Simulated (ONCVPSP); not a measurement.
**manganese (Mn): one change to an ONCV potential, before and after**

| Item | Value |
| --- | --- |
| Element | manganese |
| Generator | ONCVPSP 4.0.1 |
| Type | optimised norm-conserving Vanderbilt (ONCV) |
| Functional | PBEsol |
| Relativity | fully relativistic |
| Frozen core | [Ne] |
| Valence charge | 15 |
| Reference configuration | 3s2 3p6 3d5.5 4s1.5 |
| Partial waves | 3s+4s: rc 1.10 bohr, ncon 4, nbas 7, qcut 13.8 1/bohr, 2 projectors; 3p: rc 1.35 bohr, ncon 4, nbas 7, qcut 12.1 1/bohr, 2 projectors, debl 1 Ha; 3d: rc 1.95 bohr, ncon 3, nbas 7, qcut 7.1 1/bohr, 3 projectors, debl 3.5 Ha |
| Local potential | polynomial inside 1.05 bohr (lpopt 5, dvloc0 3 Ha) |
| Core correction | Teter function fitted to the true core (icmod 2), fcfact 0.5 |

Open shells are filled in proportion to 2j + 1.

In the p channel the program set the typed energies aside and used -1.904, 0.250 Ha (j = l + 1/2; the other j can differ).

Change: d: qcut 4.1.

Cutoffs: the cutoffs (Ha) at which the residual kinetic energy of the hardest occupied pseudo-wave falls to 1 and 0.1 mHa per electron; they do not see the model core or the augmentation charge, which bear on the density cutoff. Errors are all-electron minus pseudo energies relative to the spin-unpolarised reference configuration.

Question: What does the change do?

Answer: Of the 4 tests that both files solve, the error grows in 4 and shrinks in 0 by more than 15 % and 0.3 meV (median size 14.5 → 43.1 meV); the range in which the d5/2 phases agree narrows (upper end at the end of the scan → 0.9); the range in which the d3/2 phases agree narrows (upper end at the end of the scan → 0.8); neither file shows a bound ghost.

| quantity | base | changed |
| --- | --- | --- |
| cutoffs, loose and tight | 56 Ha, 67 Ha | not determined |
| bound ghosts | none | none |
| GHOST(+) flags under 300 eV | none | none |
| error for 3s2 3p6 3d5 4s2, meV [ΔE 0.49 eV] | +29 | +63 |
| error for 3s2 3p6 3d5 4s1, meV [ΔE 8.92 eV] | +12 | +25 |
| error for 3s2 3p6 3d5 4s0, meV [ΔE 24.43 eV] | -1.7 | -30 |
| error for 3s2 3p6 3d6 4s1, meV [ΔE 0.12 eV] | +17 | +56 |
| s: phases at 1.12 bohr within 0.05 rad from the reference energy up to (Ha; the scan ends near 5) | to the end of the scan | to the end of the scan |
| p3/2: phases at 1.37 bohr within 0.05 rad from the reference energy up to (Ha; the scan ends near 5) | to the end of the scan | to the end of the scan |
| p1/2: phases at 1.37 bohr within 0.05 rad from the reference energy up to (Ha; the scan ends near 5) | to the end of the scan | to the end of the scan |
| d5/2: phases at 1.98 bohr within 0.05 rad from the reference energy up to (Ha; the scan ends near 5) | to the end of the scan | 0.9 |
| d3/2: phases at 1.98 bohr within 0.05 rad from the reference energy up to (Ha; the scan ends near 5) | to the end of the scan | 0.8 |
| rms error of d²Exc/dni dnj with the model core, mHa | 6.55 | 8.12 |
